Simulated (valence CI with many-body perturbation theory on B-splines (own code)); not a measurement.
## E1 transitions of Pd VI

Level of theory: configuration interaction combined with many-body perturbation theory (CI+MBPT): five valence electrons over a frozen Dirac-Fock core [Kr], radial functions for each j: 7 s, 7 p, 8 d, 6 f, 4 g, 1 h, with the one-electron correlation potential Σ1 (screened to all orders), the two-electron term Σ2, the three-electron term Σ3, Breit, model QED; selected single and double excitations, second order for the rest, scaled by the run's own slope (own B-spline code, finite nucleus).

No measured spectrum was set against this ion. As an estimate, terms of the open shell hold to 2 to 4 % of their energy, and close levels can change places; different configurations can be misplaced against each other by 1,000 to 8,000 cm⁻¹. Among the levels kept, up to 2400 cm⁻¹ of a level comes from second order outside the variational space, and about a tenth of that is noise between levels of different J, which matters for small intervals. The list stops below the first excitations out of the core.

Lines 251 to 300 of 600 in falling wavelength, among levels below 37.659 eV, chosen from the strongest by gf and those to the six lowest levels. Wavelengths and rates use the calculated energies, so an error of 2000 cm⁻¹ moves a line at 1215 Å by 2.4 % and its rate by three times that or more. Electric multipoles are in the length gauge, E1 and E2 with the static RPA response of the core. Weak lines are less certain than strong ones. Lines between different terms over intervals too small for the method are left out, as are lines whose strength nearly cancels. Where a level lies close to another of its J and parity, the split of strength between their lines is uncertain. The highest levels of a list are the least certain.

Names give the largest LS component (configuration and term), which can be under half, so a name can repeat, a term be missing and a line seem to break the LS rules; names also repeat where a configuration has a term twice. Letters in brackets count levels of one name in rising energy.

```tsv
λ vac (Å)	Upper	Lower	A (s⁻¹)	S (a.u.)
1215	4d4 5p 2H°_11/2 [a]	4d4 5s 4G_11/2	2.01e+08	2.14e+00
1214	4d4 5p 4D°_7/2 [d]	4d4 5s 2F_7/2 [a]	2.27e+08	1.60e+00
1213	4d4 5p 2H°_11/2 [a]	4d4 5s 4G_9/2	3.82e+08	4.04e+00
1209	4d4 5p 4D°_3/2 [a]	4d4 5s 4D_3/2 [a]	4.01e+08	1.40e+00
1209	4d4 5p 4F°_9/2 [b]	4d4 5s 4F_7/2 [a]	4.63e+08	4.04e+00
1208	4d4 5p 6P°_3/2	4d4 5s 6D_3/2	4.46e+08	1.55e+00
1207	4d4 5p 4D°_7/2 [c]	4d4 5s 4P_5/2 [a]	6.42e+08	4.45e+00
1206	4d4 5p 4D°_7/2 [c]	4d4 5s 4G_7/2	1.26e+08	8.70e-01
1205	4d4 5p 4G°_7/2 [c]	4d4 5s 4H_9/2	1.78e+08	1.23e+00
1203	4d4 5p 4P°_3/2 [b]	4d4 5s 4P_1/2 [a]	5.82e+08	2.00e+00
1203	4d4 5p 4G°_11/2 [b]	4d4 5s 4F_9/2 [a]	3.40e+08	3.50e+00
1202	4d4 5p 2H°_9/2 [b]	4d4 5s 4G_7/2	1.01e+08	8.68e-01
1202	4d4 5p 2G°_7/2 [c]	4d4 5s 4D_7/2 [b]	1.11e+08	7.58e-01
1201	4d4 5p 4F°_3/2 [d]	4d4 5s 4D_5/2 [b]	2.06e+08	7.05e-01
1201	4d4 5p 2G°_7/2 [b]	4d4 5s 2F_7/2 [a]	3.02e+08	2.07e+00
1200	4d4 5p 2I°_13/2 [a]	4d4 5s 4H_11/2	2.76e+08	3.30e+00
1200	4d4 5p 2F°_7/2 [a]	4d4 5s 4F_7/2 [a]	2.23e+08	1.52e+00
1199	4d4 5p 2I°_11/2 [a]	4d4 5s 4H_9/2	2.25e+08	2.30e+00
1199	4d4 5p 6D°_9/2 [a]	4d4 5s 6D_9/2	2.51e+08	2.14e+00
1199	4d4 5p 2G°_9/2 [a]	4d4 5s 4D_7/2 [b]	2.64e+08	2.25e+00
1199	4d4 5p 4P°_5/2 [b]	4d4 5s 4P_3/2 [a]	2.67e+08	1.36e+00
1199	4d4 5p 4F°_3/2 [c]	4d4 5s 4F_3/2 [a]	3.51e+08	1.19e+00
1196	4d4 5p 4F°_7/2 [d]	4d4 5s 2F_5/2 [a]	3.09e+08	2.09e+00
1195	4d4 5p 6P°_3/2	4d4 5s 6D_1/2	7.79e+08	2.62e+00
1194	4d4 5p 4H°_13/2 [b]	4d4 5s 4G_11/2	2.88e+08	3.38e+00
1193	4d4 5p 4H°_9/2 [c]	4d4 5s 4H_9/2	2.37e+08	1.98e+00
1193	4d4 5p 2F°_7/2 [b]	4d4 5s 4P_5/2 [a]	1.32e+08	8.82e-01
1191	4d4 5p 4D°_1/2 [c]	4d4 5s 4F_3/2 [a]	8.53e+08	1.42e+00
1191	4d4 5p 4F°_7/2 [c]	4d4 5s 4F_7/2 [a]	1.80e+08	1.20e+00
1191	4d4 5p 6D°_5/2	4d4 5s 6D_5/2	3.86e+08	1.93e+00
1190	4d4 5p 4D°_5/2 [a]	4d4 5s 4D_3/2 [a]	1.37e+08	6.85e-01
1190	4d4 5p 4D°_3/2 [c]	4d4 5s 4F_3/2 [a]	4.11e+08	1.37e+00
1189	4d4 5p 4D°_5/2 [d]	4d4 5s 4F_3/2 [a]	2.37e+08	1.18e+00
1187	4d4 5p 2D°_3/2 [b]	4d4 5s 4P_5/2 [a]	2.08e+08	6.89e-01
1187	4d4 5p 4D°_5/2 [e]	4d4 5s 4P_5/2 [a]	1.53e+08	7.58e-01
1187	4d4 5p 4H°_9/2 [d]	4d4 5s 4F_9/2 [a]	2.34e+08	1.93e+00
1187	4d4 5p 2G°_9/2 [a]	4d4 5s 2F_7/2 [a]	2.41e+08	1.99e+00
1186	4d4 5p 4F°_5/2 [c]	4d4 5s 4D_3/2 [b]	4.36e+08	2.15e+00
1186	4d4 5p 2H°_11/2 [b]	4d4 5s 4G_9/2	7.18e+07	7.10e-01
1185	4d4 5p 6D°_7/2	4d4 5s 6D_7/2	2.80e+08	1.84e+00
1184	4d4 5p 4H°_9/2 [c]	4d4 5s 4H_7/2	1.78e+08	1.46e+00
1184	4d4 5p 4D°_7/2 [c]	4d4 5s 4F_5/2 [a]	1.12e+08	7.37e-01
1183	4d4 5p 4H°_11/2 [b]	4d4 5s 4H_11/2	2.26e+08	2.22e+00
1183	4d4 5p 4G°_11/2 [c]	4d4 5s 2H_11/2	1.54e+08	1.51e+00
1182	4d4 5p 2G°_9/2 [b]	4d4 5s 4D_7/2 [b]	2.88e+08	2.34e+00
1181	4d4 5p 4D°_5/2 [d]	4d4 5s 4P_3/2 [a]	1.45e+08	7.08e-01
1180	4d4 5p 4G°_7/2 [d]	4d4 5s 4G_7/2	3.15e+08	2.04e+00
1179	4d4 5p 4G°_5/2 [c]	4d4 5s 4H_7/2	4.42e+08	2.15e+00
1178	4d4 5p 4F°_7/2 [d]	4d4 5s 4D_5/2 [b]	4.63e+08	2.99e+00
1178	4d4 5p 4H°_7/2 [b]	4d4 5s 4H_7/2	3.26e+08	2.10e+00
```
